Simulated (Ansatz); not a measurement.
Molecule: CHBr₂ (charge 0, doublet). It need not be the lowest isomer of its formula. 
Structure (B3LYP-D3(BJ)/def2-TZVP (Ansatz, a first-principles code) minimum search):
```xyz
4

C      0.5750    -0.2201     0.5525
Br     0.5158     1.5375    -0.0688
Br    -0.6416    -1.4894    -0.0703
H      0.9513    -0.3645     1.5533
```
Charge 0, spin multiplicity 2.

Basis-set convergence of Hartree-Fock and CCSD correlation energies (hartree) with Ansatz. Cores are frozen in the correlated levels unless marked. UHF or UKS for open shells. Spin-orbit coupling is left out. The frozen core is the preceding noble-gas configuration, with the filled d and f shells of earlier blocks. Non-relativistic.

| basis | functions | E(HF) | E(corr, CCSD) |
|---|---|---|---|
| def2-SVP | 83 | -5182.56279 | -0.38640 |
| def2-TZVPP | 141 | [?] | [?] |

### Question
What belongs in the gaps?

### Answer

- def2-TZVPP, E(HF): -5183.24200
- def2-TZVPP, E(corr, CCSD): -0.50085
